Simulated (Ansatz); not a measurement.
Gas-phase electronic energies from Ansatz, PBE0-D4/def2-TZVP geometries. CCSD(T)/CBS adds triple-zeta CCSD(T) − MP2 to the extrapolated MP2 energy (def2 sets, frozen cores). DFT in def2-TZVPP. For As, Ga outer-core shells are correlated without core-valence functions, which leaves a few kJ/mol of doubt a bond. Scalar relativity is left out up to krypton. One conformer a species, not always the lowest.

Consider the cleavage of the Si–As bond: `C[SiH2][AsH]O` + `[SH][GaH2]` → `C[SiH2][S][GaH2]` + `O[AsH2]`.

| level | ΔE (kJ/mol) |
| --- | --- |
| PBE0 | -33.8 |
| MP2/def2-TZVPP | -43.1 |
| CCSD/def2-TZVPP | -38.2 |
| CCSD/CBS(def2) | -39.8 |

(1) What does CCSD(T)/CBS give? (Estimate.)

Largest T1 diagnostic among the species: 0.013.

Answers

(1) Computed: -40.0 kJ/mol. The listed levels differ from it by 6.2, -3.1, 1.8, 0.2 kJ/mol.

The D4 term adds −3.6 kJ/mol with B3LYP and −1.9 kJ/mol with PBE0; it sums over pairs of atoms, weighted by their polarisabilities, and B3LYP, whose exchange is more repulsive, gets the larger term. From PBE to PBE0 (25 % exact exchange), in def2-TZVPP and without D4, ΔE moves by −4.3 kJ/mol.

B3LYP here is the variant with VWN-RPA as its local correlation; programs differ in this.
